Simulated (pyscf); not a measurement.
Structures and frequencies: ωB97X-D3(BJ)/def2-SVP in PySCF.

For the elementary gas-phase step [O–WH(=O)(OH)–OH]• → [O=W(OH)(OH)–OH]• (doublet surface; H–W broken, H–O formed), what barrier and reaction energy does ωB97X-D3(BJ)/def2-TZVP give, measured from the reactant's lowest minimum found?

ΔE‡ = 2.0 kcal/mol, ΔE = -41.8 kcal/mol. ωB97M-D3(BJ)/def2-TZVP gives 1.4 kcal/mol and -44.3 kcal/mol. Zero-point energy shifts the barrier by -0.6 kcal/mol. It is a hydrogen shift, with an imaginary mode of 1085i cm⁻¹. One saddle was located; it need not be the lowest between these sides. Open-shell species with a d-block atom are single-reference here; other states, and whether the spin sits on metal or ligand, were not checked. Elements past Kr carry the def2 core potentials, without spin-orbit coupling.
